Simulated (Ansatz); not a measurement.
Si25PH36, relaxed as a doublet with UKS PBE-D4/def2-SVP in Ansatz, starting from the GFN2-xTB geometry. Force threshold 0.03 eV/Å.

Single mean-field runs in def2-SVP are fitted with def2-universal-jkfit.

Start:

Cartesian coordinates in Å:
```
P -0.036 0.145 0.335
Si -2.440 -3.193 3.405
Si -4.448 -1.589 0.539
Si 1.484 -3.857 3.053
Si 3.305 -2.879 -0.212
Si 1.383 -1.693 -3.420
Si -0.520 -2.054 0.071
Si -2.364 1.178 1.801
Si 2.372 0.342 1.796
Si 0.115 1.535 -1.449
Si -3.690 2.713 -1.277
Si -0.953 5.179 -0.156
Si 3.953 0.760 -1.756
Si 2.917 4.215 -0.388
Si -0.544 -3.297 2.029
Si -2.640 -2.403 -0.764
Si -4.530 -3.150 2.342
Si -4.086 0.842 0.292
Si 1.205 -2.854 -1.357
Si 3.317 -4.325 1.663
Si 3.782 -0.567 0.237
Si -1.902 1.798 -2.538
Si 1.812 0.558 -2.800
Si 0.702 3.723 -0.958
Si -3.089 5.017 -1.115
Si 4.625 3.012 -1.459
H -2.258 -4.266 4.396
H -2.337 -1.992 4.266
H -5.648 -1.871 -0.301
H 1.269 -4.947 4.015
H 1.958 -2.764 3.935
H 4.388 -3.195 -1.176
H 2.512 -2.224 -4.203
H 0.216 -1.861 -4.310
H -1.983 0.352 2.949
H -1.632 2.420 2.059
H 1.756 -0.340 2.932
H 2.125 1.761 2.043
H -4.852 2.658 -2.210
H -1.088 4.982 1.305
H -0.343 6.518 -0.207
H 4.950 -0.028 -2.522
H 3.156 3.983 1.056
H 3.145 5.663 -0.500
H -0.799 -4.446 1.066
H -2.294 -3.859 -0.714
H -2.750 -2.182 -2.223
H -4.907 -4.557 2.102
H -5.565 -2.721 3.309
H -5.097 1.427 1.254
H 0.691 -4.246 -1.423
H 3.286 -5.711 1.172
H 4.631 -4.241 2.332
H 5.023 -0.438 1.054
H -2.253 0.661 -3.418
H -1.148 2.682 -3.484
H 1.726 1.567 -3.884
H 0.670 3.857 -2.474
H -4.067 5.710 -0.248
H -3.079 5.878 -2.314
H 5.926 3.047 -0.763
H 4.942 3.573 -2.782
```

Q: Estimate the energy that the relaxation releases and the steps that it takes.

A: 4.28 eV, in 19 steps; 2 min on 4 threads of AMD EPYC 7R13 on a shared host and a share (37 GiB) of an NVIDIA H100 80GB HBM3. No frequencies were taken in this run, so the end may be a saddle point.

Q: Does the start keep its bonding and symmetry?

A: Bonds formed: P1–Si8, P1–Si9 (atoms count from 1). Point group Cs at the start, Cs at the end, both within 0.05 Å.

Q: Predict the relaxed structure.

A: 
```xyz
62

P    -0.067    0.053    0.097
Si   -2.363   -2.953    3.406
Si   -4.184   -1.357    0.213
Si    1.427   -3.738    3.163
Si    3.289   -2.796   -0.212
Si    1.245   -1.607   -3.264
Si   -0.486   -2.315    0.136
Si   -1.534    0.949    1.597
Si    1.781    0.288    1.417
Si    0.231    1.743   -1.588
Si   -3.546    2.253   -1.320
Si   -0.956    4.998    0.029
Si    3.909    0.710   -1.703
Si    2.838    4.233   -0.226
Si   -0.628   -3.732    2.013
Si   -2.519   -2.453   -1.036
Si   -4.381   -2.548    2.243
Si   -3.652    0.903    0.606
Si    1.227   -2.966   -1.334
Si    3.235   -4.165    1.707
Si    3.664   -0.526    0.286
Si   -1.802    1.605   -2.760
Si    1.863    0.635   -2.864
Si    0.743    4.022   -1.282
Si   -3.133    4.509   -0.753
Si    4.496    2.962   -1.324
H    -2.654   -3.984    4.471
H    -1.907   -1.699    4.105
H    -5.520   -1.416   -0.494
H     1.413   -4.815    4.222
H     1.621   -2.417    3.859
H     4.413   -3.264   -1.109
H     2.258   -2.192   -4.220
H    -0.103   -1.656   -3.940
H    -1.441    0.114    2.845
H    -1.048    2.340    1.900
H     1.491   -0.470    2.685
H     1.884    1.754    1.741
H    -4.883    2.187   -2.023
H    -0.802    4.539    1.455
H    -0.799    6.500    0.018
H     5.000    0.057   -2.521
H     2.723    3.806    1.214
H     3.269    5.680   -0.239
H    -0.947   -5.158    1.609
H    -2.910   -3.905   -1.173
H    -2.394   -1.867   -2.418
H    -4.965   -3.899    1.900
H    -5.356   -1.849    3.162
H    -4.649    1.492    1.578
H     1.018   -4.402   -1.755
H     3.102   -5.593    1.234
H     4.539   -4.049    2.460
H     4.867   -0.356    1.185
H    -2.025    0.219   -3.304
H    -1.766    2.568   -3.922
H     2.031    1.335   -4.194
H     0.805    4.760   -2.605
H    -4.146    4.982    0.263
H    -3.336    5.318   -2.012
H     5.792    3.035   -0.553
H     4.727    3.597   -2.674
```
Bond lengths: 30 × Si–Si 2.34 to 2.36 Å; 4 × P–Si 2.28 to 2.41 Å; 36 × H–Si 1.50 to 1.52 Å.
